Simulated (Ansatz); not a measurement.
A nudged elastic band was laid between two geometries of BCl₂H₃S (7 atoms, charge 0, multiplicity 1).

Level of theory: Ansatz, RKS PBE/def2-SVP.

```yaml
movable_images: 5
climbing_image: yes
spring: 5.0 eV/Å²
optimiser: quadratic models (default)
start_path: through a guess of the saddle point
force_threshold: 0.03 eV/Å
iteration_limit: 60
end_points: relaxed
```

Image 0:

```xyz
7
Properties=species:S:1:pos:R:3
B 0.128 0.045 0.205
Cl 0.123 -0.885 1.764
Cl 1.488 -0.311 -0.945
H -0.962 0.235 -0.300
S 0.582 2.103 0.745
H 1.695 1.840 1.492
H -0.202 2.226 1.858
```

Image 6:

```xyz
7
Properties=species:S:1:pos:R:3
B 0.299 0.700 -0.372
Cl -0.470 -0.505 2.998
Cl 1.630 -0.328 -0.865
H -0.834 0.424 -0.690
S 0.522 2.210 0.587
H 1.877 2.128 0.745
H -0.171 0.625 2.415
```

Task: What changes between the two ends?

Result: Bonds broken: B1–Cl2, S5–H7. Bonds formed: Cl2–H7. BCl2H3S becomes BClH2S + ClH.

Task: What energy profile does the band end with?

Result: The run converged. The highest image is number 3 of 0 to 6, 0.61 eV above the first end and 0.47 eV above the last; the last end lies 0.14 eV above the first. A vibrational analysis at the climbing image gives one clearly imaginary mode, 495i cm⁻¹: a first-order saddle point. The orbitals stay closed-shell, which can raise the energy where a bond breaks towards radicals; this wasn't checked here.

```tsv
image	path coordinate (Å)	energy (eV)	B1–Cl2 (Å)	S5–H7 (Å)	Cl2–H7 (Å)
0	0.00	0.00	1.82	1.37	3.13
1	0.62	0.02	1.82	1.36	2.85
2	1.24	0.18	1.87	1.39	2.16
3	1.86	0.61	2.19	1.74	1.50
4	2.35	0.35	2.70	2.11	1.34
5	2.84	0.17	3.21	2.38	1.31
6	3.32	0.14	3.66	2.52	1.31
```

Task: What is the geometry of the highest image?

Result: 
```xyz
7
Properties=species:S:1:pos:R:3
B 0.161 0.409 0.078
Cl -0.145 -0.455 2.069
Cl 1.572 -0.349 -0.690
H -0.937 0.281 -0.410
S 0.400 2.213 0.773
H 1.744 2.121 0.994
H 0.058 1.032 2.004
```

Task: What are the harmonic wavenumbers there?

Result: 495i, 177, 217, 319, 353, 483, 627, 768, 801, 865, 905, 1031, 1263, 2597, 2618 cm⁻¹.

The band took 9 iterations and roughly 100 core-seconds.

The run took 54 s on 2 threads of Intel(R) Xeon(R) Platinum 8259CL CPU @ 2.50GHz (Skylake/Cascade Lake), with other jobs on the host, peak memory 0.14 GiB.
